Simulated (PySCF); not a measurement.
A side-by-side comparison of computed properties.

First species: C₃H₅GeN₂OP.
Geometry (PBE0-D3(BJ)/def2-SVP, Å), atoms numbered from 1 in this order:
```xyz
13
C3H5GeN2OP angstrom
O     -1.781    1.380    0.950
C     -0.657    1.831    0.859
C      0.507    1.000    0.587
P      2.169    1.488    0.409
C      2.490   -0.221    0.142
N      1.442   -1.026    0.188
N      0.339   -0.340    0.437
Ge    -1.301   -1.335    0.538
H     -0.460    2.921    0.980
H      3.465   -0.671   -0.058
H     -2.228   -0.867   -0.583
H     -0.773   -2.752    0.284
H     -1.875   -1.190    1.946
```

Second species: C₆H₁₀GeO₂Si.
Numbering: `[GeH3:1][O:2][SiH2:3][O:4][c:5]1[cH:6][cH:7][cH:8][cH:9][cH:10]1` (hydrogens: H11, H12, H13 on Ge1; H14, H15 on Si3; H16 on C6; H17 on C7; H18 on C8; H19 on C9; H20 on C10)

Levels: CAM-B3LYP/def2-SVPD for dipole moment, HOMO energy, LUMO energy, HOMO–LUMO gap, static isotropic polarisability and electronic spatial extent ⟨r²⟩ about the centre of nuclear charge; TDDFT CAM-B3LYP/def2-SVPD for lowest singlet excitation; TDA CAM-B3LYP/def2-SVPD for lowest triplet excitation (Tamm–Dancoff); ΔSCF CAM-B3LYP/def2-SVPD for vertical ionisation energy; PBE0-D3(BJ)/def2-SVP for rotational constant A and rotational constant C. Geometries: PBE0-D3(BJ)/def2-SVP. Each species is one conformer at its optimised geometry, gas phase, non-relativistic unless stated. Electronic properties by PySCF.

The conformers computed, where there is a choice (atom-mapped SMILES and torsion angles):
- `[O:1]=[CH:2][c:3]1[p:4][cH:5][n:6][n:7]1[GeH3:8]`: O1–C2–C3–P4 179°
- `[GeH3:1][O:2][SiH2:3][O:4][c:5]1[cH:6][cH:7][cH:8][cH:9][cH:10]1`: Ge1–O2–Si3–O4 0°, O2–Si3–O4–C5 180°, Si3–O4–C5–C6 179°

Values for the first species:

| Item | Value |
| --- | --- |
| Dipole moment | 0.29 D |
| HOMO energy | -8.65 eV |
| LUMO energy | -1.41 eV |
| HOMO–LUMO gap | 7.24 eV |
| Lowest singlet excitation | 3.95 eV |
| Lowest triplet excitation (Tamm–Dancoff) | 2.98 eV |
| Static isotropic polarisability | 106.3 au |
| Vertical ionisation energy | 9.33 eV |
| Electronic spatial extent ⟨r²⟩ about the centre of nuclear charge | 1557 bohr² |
| Rotational constant A | 2.215 GHz |
| Rotational constant C | 0.647 GHz |

Problem. Estimate the same properties for the second species, and the change in each.

Solution. 
| property | first | second | second less first |
| --- | --- | --- | --- |
| dipole moment | 0.29 D | 0.61 D | +0.32 D |
| HOMO energy | -8.65 eV | -7.87 eV | +0.78 eV |
| LUMO energy | -1.41 eV | 0.66 eV | +2.07 eV |
| HOMO–LUMO gap | 7.24 eV | 8.53 eV | +1.29 eV |
| lowest singlet excitation | 3.95 eV | 5.23 eV | +1.28 eV |
| lowest triplet excitation (Tamm–Dancoff) | 2.98 eV | 4.03 eV | +1.05 eV |
| static isotropic polarisability | 106.3 au | 129.4 au | +23.1 au |
| vertical ionisation energy | 9.33 eV | 8.48 eV | -0.85 eV |
| electronic spatial extent ⟨r²⟩ about the centre of nuclear charge | 1557 bohr² | 3413 bohr² | +1856 bohr² |
| rotational constant A | 2.215 GHz | 2.211 GHz | -0.004 GHz |
| rotational constant C | 0.647 GHz | 0.290 GHz | -0.357 GHz |

On the first: No computed singlet falls in the visible range (750 to 380 nm, 1.65 to 3.26 eV); S1 lies 0.69 eV above its blue end. S1 lies 3.29 eV below the HOMO–LUMO gap. The calculation is non-relativistic and has no spin–orbit coupling, an omission that weighs most on germanium.

On the second: The principal polarisabilities are 91.8, 131.8 and 164.5 au; their mean is the isotropic value. No computed singlet falls in the visible range (750 to 380 nm, 1.65 to 3.26 eV); S1 lies 1.97 eV above its blue end. The calculation is non-relativistic and has no spin–orbit coupling, an omission that weighs most on germanium.
